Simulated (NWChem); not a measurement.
Molecule: YSiH3OF2; SMILES [F][Y]([O][SiH3])[F]

```xyz
8

Y      0.0000     0.7669    -0.0024
F      1.7306     1.7649     0.0044
F     -1.7303     1.7653     0.0044
O     -0.0007    -1.2803    -0.0045
Si     0.0000    -2.9321     0.0023
H     -1.3461    -3.4708    -0.3711
H      0.3491    -3.4515     1.3628
H      1.0019    -3.4671    -0.9734
```
Atoms are numbered in this order, from 1.

Results from NWChem. Structure relaxed at the PBE0/def2-SVP (def2 core potentials past Kr) level. Not confirmed as a minimum by frequencies. B3LYP is NWChem's, with the RPA form of VWN correlation.

For level B3LYP/3-21G, non-relativistic:

```yaml
highest occupied level (eV): -7.51
orbital gap (eV): 5.37
dipole (D): 0.19
```

Question: Estimate the same quantities for level B3LYP/STO-3G, non-relativistic.

Answer: The highest occupied level (eV) is -4.03, the orbital gap (eV) comes out as 2.76 and the dipole (D) is 0.35.
